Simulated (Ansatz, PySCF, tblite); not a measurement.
Potential energy curve for H2Be, SMILES [BeH2]. The Be1–H3 bond (Be1 also carries H; H3 carries nothing else) is stretched with both fragments frozen at the PBE0/def2-TZVP optimised geometry. Each curve is given relative to its own lowest point near equilibrium.

```tsv
R / Å	A	B	C	D
0.99	1.555	1.520	1.092	1.518
1.07	0.798	0.782	0.468	0.776
1.12	0.482	0.473	0.240	0.468
1.20	0.164	0.163	0.049	0.159
1.27	0.032	0.033	0.000	0.031
1.31	0.003	0.004	0.006	0.003
1.34	0.000	0.000	0.024	0.000
1.37	0.011	0.009	0.050	0.010
1.42	0.055	0.051	0.110	0.053
1.49	0.162	0.152	0.220	0.157
1.54	0.265	0.248	0.313	0.255
1.65	0.542	0.509	0.540	0.520
1.80	0.994	0.931	0.875	0.949
1.98	1.582	1.476	1.303	1.501
2.23	2.338	2.220	1.897	2.256
2.38	2.629	2.638	2.246	2.680
2.67	2.954	3.360	2.889	3.365
2.95	3.105	3.945	3.451	3.756
3.24	3.180	4.443	3.955	3.984
3.59	3.220	4.916	4.446	4.129
4.05	3.238	5.366	4.906	4.212
4.71	3.244	5.770	—	4.253
```

Energies in eV.

Q: Which curve belongs to which method? The methods are tblite 0.5.0 with GFN2-xTB, 300 K electronic temperature; restricted PBE0/aug-cc-pVTZ (Ansatz, a program for electronic structure); Ansatz with UHF/aug-cc-pVTZ; unrestricted B3LYP/LANL2DZ run with PySCF.

A: A is UHF; B is RKS-PBE0; C is GFN2-xTB; D is UKS-B3LYP/LANL2DZ.

A dash means that the run gave no value there, or that the column was ended at a point which the program doubted or which failed a test of continuity chosen for this set; such a test can also cut sound points.

The unrestricted determinant behind UHF is spin-contaminated at 2.23 to 4.71 Å (<S²> up to 1.0, against 0.00 for a pure singlet). The unrestricted determinant behind UKS-B3LYP/LANL2DZ is spin-contaminated at 2.67 to 4.71 Å (<S²> up to 1.0, against 0.00 for a pure singlet). The restricted form behind RKS-PBE0 keeps the bonding electrons paired and can't separate into open-shell fragments.
